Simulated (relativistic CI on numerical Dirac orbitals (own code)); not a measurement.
## Slater and spin-orbit integrals, Hg29+

These numbers are calculated, not measured: Dirac-Coulomb-Breit CI, orbitals from a KLI potential per configuration, model QED, unscaled Slater integrals (own radial code, finite nucleus).

Slater integrals F^k, G^k are unscaled and averaged over j, outside the closed core [Ar] 3d10 4p6 4d10; ζ comes from projecting the Hamiltonian with its Breit term on Σ l·s of the shell.

- 4s2.4f5: F^2(4f,4f) = 263160, F^4(4f,4f) = 171310, F^6(4f,4f) = 125200, ζ(4f) = 12748 cm⁻¹; <r>(4f) = 0.3972, <r^2>(4f) = 0.1811 (bohr units).
- 4s2.4f4.5s: F^2(4f,4f) = 265760, F^4(4f,4f) = 173110, F^6(4f,4f) = 126550, ζ(4f) = 13041, G^3(4f,5s) = 36458 cm⁻¹; <r>(4f) = 0.3939, <r^2>(4f) = 0.1781, <r>(5s) = 0.7125, <r^2>(5s) = 0.5658 (bohr units).
- 4s2.4f3.5s2: F^2(4f,4f) = 268580, F^4(4f,4f) = 175060, F^6(4f,4f) = 128020, ζ(4f) = 13338 cm⁻¹; <r>(4f) = 0.3904, <r^2>(4f) = 0.1748 (bohr units).

Averages of the first 8 configurations, taken without configuration mixing, which lowers the lowest level and can move excited configurations by several eV; other configurations of the list can lie among them:

```csv
Configuration,Parity,States,Average energy above the lowest level (eV)
4s2.4f5,odd,2002,25.3
4s2.4f4.5s,even,2002,181.3
4s2.4f3.5s2,odd,364,349.0
4s2.4f4.5p,odd,6006,259.2
4s2.4f3.5s.5p,even,4368,423.7
4s2.4f3.5p2,odd,5460,504.7
4s.4f6,even,6006,743.6
4s2.4f4.6s,even,2002,515.0
```
